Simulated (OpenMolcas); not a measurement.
V3+ (d2) among equal point charges was computed by CASSCF with the d shell active (OpenMolcas, ANO-RCC-VDZP on the metal). Its lowest spin-free states, and all those of the highest spin:

```
2S+1  Degeneracy  E (cm-1)
   3           2       0.0
   3           1     746.5
   3           2      2863
   3           2      9566
   1           2     13943
   1           1     14884
   3           1     15375
   1           2     17220
   1           2     19490
   1           2     20595
   3           2     24248
   1           2     28068
```

Is the site octahedral, tetrahedral or cube-like, axial, or of lower symmetry?

The states with 2S+1 = 3 have orbital degeneracies 2, 1, 2, 2, 1, 2. There are pairs but no triples, so the site is axial: not cubic, but with a proper or improper axis of order three or more. The run had V3+ among 5 point charges of -2 e arranged as a trigonal bipyramid (D3h), 1.87 Å from the ion, with the axial distance 1.776 Å. The active orbitals were held to one l.

An orbital doublet at a regular site is open to a Jahn-Teller distortion, which this geometry leaves out. Without dynamic correlation the repulsion within the d shell is too large (B by tens of per cent), so at a given field states of lower spin stand too high. This is an electrostatic model: the charges have no orbitals. An unlabelled pair can be two single states that coincide in this model. No measured value stands beside these numbers.
